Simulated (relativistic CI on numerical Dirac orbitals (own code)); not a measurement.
## Sensitivity of the levels of I XXXVI to α and to the nuclear radius

Computed by Dirac-Coulomb-Breit CI, KLI orbitals optimised for each configuration, derivatives by finite differences, unscaled Slater integrals, QED left out (own radial code, finite nucleus).

CI space (outside the closed core [Ne]): 3s²3p⁶, 3s²3p⁵3d, 3s3p⁶3d, 3p⁶3d², 3p⁵3d³. Double excitations out of closed p, d and f shells are left out; levels of such configurations are missing from the list, as are those of other unlisted configurations, and high levels can miss mixing partners.

With x = (α/α₀)² − 1 an excitation energy changes as ω = ω₀ + qx; K = 2q/ω₀ is the relative enhancement. Terms are leading LS components, so labels can repeat. The field-shift factor is F = δν/δ⟨r²⟩ for the transition from the lowest level.

Lowest level 3s²3p⁶ ¹S0.

| Level | ω₀ (cm⁻¹) | q (cm⁻¹) | K | F (GHz/fm²) |
| --- | --- | --- | --- | --- |
| 3s²3p⁵3d ³P°0 | 1232160 | 33340 | 0.0541 | 3.53 |
| 3s²3p⁵3d ³P°1 | 1275130 | 49860 | 0.0782 | 3.59 |
| 3s²3p⁵3d ³F°3 | 1318559 | 34410 | 0.0522 | 3.59 |
| 3s²3p⁵3d ³D°2 | 1335581 | 42910 | 0.0643 | 3.61 |
| 3s²3p⁵3d ³F°4 | 1405683 | 157000 | 0.223 | 4.71 |
| 3s²3p⁵3d ¹D°2 | 1431394 | 160800 | 0.225 | 4.42 |
| 3s²3p⁵3d ³D°3 | 1496455 | 158700 | 0.212 | 4.88 |
| 3s²3p⁵3d ³D°1 | 1624104 | 225300 | 0.277 | 1.48 |
| 3s²3p⁵3d ³F°2 | 1866333 | 644900 | 0.691 | -16.1 |
| 3s²3p⁵3d ³D°2 | 1999231 | 768800 | 0.769 | -14.9 |
| 3s²3p⁵3d ³F°3 | 2024223 | 774300 | 0.765 | -15.1 |
| 3s²3p⁵3d ¹P°1 | 2125832 | 581000 | 0.547 | -12.6 |
| 3s3p⁶3d ³D1 | 2951697 | 752100 | 0.51 | -799 |
| 3s3p⁶3d ³D2 | 2977254 | 764200 | 0.513 | -800 |
| 3s3p⁶3d ³D3 | 3076989 | 877700 | 0.57 | -798 |
| 3s3p⁶3d ¹D2 | 3160886 | 873800 | 0.553 | -806 |
| 3p⁶3d² ³F2 | 5987059 | 1.511e+06 | 0.505 | -1600 |
| 3p⁶3d² ³F3 | 6095203 | 1.632e+06 | 0.535 | -1600 |
| 3p⁶3d² ³P0 | 6101387 | 1.528e+06 | 0.501 | -1600 |
| 3p⁶3d² ³F4 | 6156955 | 1.656e+06 | 0.538 | -1600 |
| 3p⁶3d² ³P2 | 6158571 | 1.628e+06 | 0.529 | -1600 |
| 3p⁶3d² ³P1 | 6178595 | 1.635e+06 | 0.529 | -1600 |
| 3p⁶3d² ¹G4 | 6262873 | 1.731e+06 | 0.553 | -1600 |

At this charge energies of transitions that change n are usually good to better than 1 %, and those within a shell (Δn = 0) to a few per cent.
